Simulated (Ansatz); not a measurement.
`F[CH2][AlH2]` + `N=C=CO` → `N=C=C[O][AlH2]` + `CF`  (ligand exchange at the Al–C bond)

Calculated with Ansatz (gas phase, PBE0-D4/def2-TZVP geometries, no zero-point term in ΔE). CCSD(T)/CBS adds triple-zeta CCSD(T) − MP2 to the extrapolated MP2 energy (def2 sets, frozen cores). This one scheme is used for every species. One conformer a species, not always the lowest.

`F[CH2][AlH2]`:

Z-matrix (Å, degrees):
```
C
Al 1 1.981
F 1 1.398 2 112.4
H 1 1.099 2 111.6 3 121.1
H 1 1.099 2 111.6 3 -121.1
H 2 1.589 1 117.1 3 -179.9
H 2 1.583 1 121.0 3 0.1
```

`N=C=CO`:

Cartesian coordinates in Å:
```
N -0.332 -1.414 -1.083
C -0.146 -0.581 -0.200
C -0.131 0.358 0.714
O 0.248 1.663 0.524
H 0.481 -2.004 -1.276
H -0.386 0.121 1.738
H 0.266 1.856 -0.417
```

`N=C=C[O][AlH2]`:

Cartesian coordinates in Å:
```
N 2.331 0.319 -0.480
C 1.397 -0.010 0.242
C 0.419 -0.211 1.095
O -0.879 0.119 0.875
Al -1.878 0.243 -0.496
H 2.595 -0.381 -1.176
H 0.642 -0.671 2.051
H -1.297 -0.188 -1.901
H -3.329 0.781 -0.210
```

`CF`:

Z-matrix (Å, degrees):
```
C
F 1 1.376
H 1 1.092 2 109.1
H 1 1.092 2 109.1 3 -120.0
H 1 1.092 2 109.1 3 120.0
```

| species | MP2/CBS(def2) energy (Eh) |
| --- | --- |
| `F[CH2][AlH2]` | -382.17762 |
| `N=C=CO` | -207.65190 |
| `N=C=C[O][AlH2]` | -450.29188 |
| `CF` | -139.60487 |

Problem. Work out ΔE.

Solution. ΔE = (-450.29188) + (-139.60487) − (-382.17762) − (-207.65190) = -0.06723 Eh = -176.5 kJ/mol. CCSD(T)/CBS gives -170.8 kJ/mol.

Problem. What do rigid-rotor, harmonic-oscillator terms from PBE0-D4/def2-TZVP frequencies (298.15 K, 1 bar) make of the CCSD(T)/CBS value? (An estimate is asked.)

Solution. The calculation gave: ΔZPE = +3.8 kJ/mol, ΔH = -167.1 kJ/mol, ΔS = -13 J/(mol·K), ΔG = -163.3 kJ/mol.

Largest T1 diagnostic among the species: 0.015.

From BLYP to BHLYP (50 % exact exchange), in def2-TZVPP and without D4, ΔE moves by −11.2 kJ/mol. In def2-TZVPP, CCSD(T) changes the Hartree–Fock value by +9.6 kJ/mol (the triples alone add +0.8 kJ/mol) and MP2 by +3.9 kJ/mol.
